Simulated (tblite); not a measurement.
C2H9BrO2Si2.
Bonds: C1–O2, O2–Si3, Si3–O4, O4–C5, Si3–Si6, Si6–Br7. Hydrogens: H8, H9, H10 on C1; H11 on Si3; H12, H13, H14 on C5; H15, H16 on Si6.

Computed with GFN2-xTB (tblite), gas phase: L-BFGS steps from a force-field or distance-geometry start until the largest atomic force falls under 0.01 eV/Å.

Step 17: E = -671.7041 eV
```
atom  x, y, z in Å  |  force x, y, z in eV/Å
C1     -1.7149   -0.9126    1.3652    0.059   0.028  -0.041
O2     -0.7016   -0.8022    0.4022   -0.014  -0.054  -0.036
Si3     0.2322    0.4526   -0.0321    0.061  -0.047   0.228
O4      1.5747   -0.1755   -0.6817    0.005   0.024   0.002
C5      2.3983   -1.0760    0.0020   -0.007  -0.014   0.029
Si6    -0.6493    1.6848   -1.7372    0.191  -0.140   0.056
Br7    -2.5590    2.4150   -0.8741   -0.189   0.117   0.022
H8     -1.2804   -0.7966    2.3611   -0.112   0.022   0.007
H9     -2.4813   -0.1500    1.2092   -0.011  -0.052   0.034
H10    -2.1528   -1.9079    1.2763   -0.010   0.054  -0.022
H11     0.5412    1.1877    1.2210   -0.003   0.018  -0.198
H12     1.8918   -2.0350    0.1298   -0.022   0.048  -0.017
H13     2.6530   -0.6851    0.9900    0.030  -0.021  -0.048
H14     3.3104   -1.2256   -0.5733   -0.001   0.042  -0.063
H15    -1.1135    1.1064   -3.0010    0.036  -0.042   0.048
H16     0.0435    2.9289   -2.0688   -0.013   0.017  -0.001
```

Step 18: E = -671.7103 eV
```
atom  x, y, z in Å  |  force x, y, z in eV/Å
C1     -1.7267   -0.9130    1.3714    0.079   0.002  -0.059
O2     -0.7010   -0.7951    0.4228    0.019  -0.043  -0.053
Si3     0.2347    0.4522   -0.0230    0.053   0.040   0.253
O4      1.5730   -0.1728   -0.6830   -0.036   0.046   0.027
C5      2.3991   -1.0727   -0.0049    0.009  -0.020   0.006
Si6    -0.6400    1.6811   -1.7317    0.101  -0.107   0.075
Br7    -2.5589    2.4086   -0.8687   -0.099   0.091  -0.026
H8     -1.3063   -0.8028    2.3742   -0.115   0.030  -0.006
H9     -2.4975   -0.1553    1.2094    0.016  -0.064   0.031
H10    -2.1505   -1.9125    1.2648   -0.055   0.055   0.013
H11     0.5532    1.2036    1.2201   -0.010  -0.018  -0.210
H12     1.8918   -2.0293    0.1219   -0.031  -0.011   0.001
H13     2.6639   -0.6872    0.9813    0.015   0.009  -0.017
H14     3.3050   -1.2195   -0.5874    0.058   0.014  -0.088
H15    -1.0969    1.1029   -2.9965    0.005  -0.067   0.028
H16     0.0495    2.9208   -2.0821   -0.008   0.044   0.026
```

Step 19: E = -671.7152 eV
```
atom  x, y, z in Å  |  force x, y, z in eV/Å
C1     -1.7353   -0.9136    1.3755    0.064  -0.018  -0.054
O2     -0.6999   -0.7894    0.4393    0.041  -0.036  -0.049
Si3     0.2376    0.4527   -0.0115    0.026   0.073   0.175
O4      1.5705   -0.1699   -0.6829   -0.042   0.047   0.049
C5      2.4003   -1.0702   -0.0111    0.024  -0.020  -0.024
Si6    -0.6304    1.6761   -1.7258   -0.005  -0.041   0.073
Br7    -2.5601    2.4047   -0.8649    0.003   0.056  -0.075
H8     -1.3300   -0.8074    2.3849   -0.097   0.031  -0.014
H9     -2.5106   -0.1610    1.2101    0.034  -0.057   0.012
H10    -2.1497   -1.9152    1.2555   -0.082   0.041   0.035
H11     0.5632    1.2166    1.2159    0.003  -0.006  -0.134
H12     1.8913   -2.0248    0.1154   -0.025  -0.049   0.011
H13     2.6732   -0.6888    0.9736    0.010   0.026   0.003
H14     3.3014   -1.2143   -0.6007    0.073  -0.006  -0.091
H15    -1.0832    1.0987   -2.9921   -0.012  -0.083   0.028
H16     0.0541    2.9148   -2.0926   -0.013   0.041   0.054
```

Step 20: E = -671.7184 eV
```
atom  x, y, z in Å  |  force x, y, z in eV/Å
C1     -1.7396   -0.9144    1.3768    0.029  -0.026  -0.035
O2     -0.6984   -0.7864    0.4489    0.047  -0.035  -0.029
Si3     0.2397    0.4541   -0.0013   -0.007   0.050   0.045
O4      1.5681   -0.1673   -0.6814   -0.020   0.030   0.058
C5      2.4016   -1.0690   -0.0156    0.029  -0.017  -0.037
Si6    -0.6241    1.6720   -1.7203   -0.069   0.017   0.047
Br7    -2.5613    2.4038   -0.8640    0.063   0.034  -0.102
H8     -1.3469   -0.8096    2.3910   -0.065   0.026  -0.013
H9     -2.5180   -0.1658    1.2107    0.037  -0.034  -0.016
H10    -2.1508   -1.9159    1.2504   -0.087   0.016   0.037
H11     0.5695    1.2246    1.2104    0.027   0.043  -0.011
H12     1.8905   -2.0226    0.1114   -0.004  -0.050   0.009
H13     2.6793   -0.6894    0.9686    0.011   0.023  -0.001
H14     3.3005   -1.2111   -0.6107    0.046  -0.012  -0.072
H15    -1.0744    1.0944   -2.9884   -0.015  -0.087   0.044
H16     0.0566    2.9115   -2.0980   -0.024   0.021   0.076
```

Task: Estimate the geometry and energy of step 21. (The exact step hangs on the optimiser's Hessian estimate; all steps are aligned on step 20, rigid shifts and turns removed.)

Result: E = -671.7205 eV, largest force 0.129 eV/Å
```
atom  x, y, z in Å  |  force x, y, z in eV/Å
C1     -1.7408   -0.9153    1.3766   -0.003  -0.028  -0.017
O2     -0.6968   -0.7859    0.4530    0.041  -0.033  -0.004
Si3     0.2407    0.4556    0.0051   -0.028   0.016  -0.050
O4      1.5667   -0.1653   -0.6794    0.006   0.011   0.053
C5      2.4029   -1.0688   -0.0185    0.026  -0.013  -0.032
Si6    -0.6221    1.6700   -1.7163   -0.078   0.041   0.015
Br7    -2.5615    2.4046   -0.8655    0.070   0.030  -0.104
H8     -1.3567   -0.8101    2.3937   -0.033   0.020  -0.009
H9     -2.5208   -0.1689    1.2107    0.032  -0.008  -0.041
H10    -2.1532   -1.9158    1.2488   -0.077  -0.003   0.030
H11     0.5732    1.2295    1.2066    0.043   0.081   0.080
H12     1.8900   -2.0222    0.1095    0.021  -0.030   0.002
H13     2.6827   -0.6894    0.9660    0.016   0.009  -0.019
H14     3.3010   -1.2098   -0.6172    0.007  -0.011  -0.048
H15    -1.0701    1.0903   -2.9853   -0.012  -0.083   0.058
H16     0.0573    2.9103   -2.0991   -0.031   0.003   0.085
```

The energy changes by -0.0020 eV. The first-order estimate −F·Δx gives -0.0027 eV and the mean of the old and new forces, exact on a quadratic surface, -0.0020 eV. The step makes an angle of 63° with the force vector and moves no atom by more than 0.010 Å.

The cost below is that of the whole relaxation. Time: 1.4 s. Hardware: one thread of an Arm Neoverse N1 (shared host).
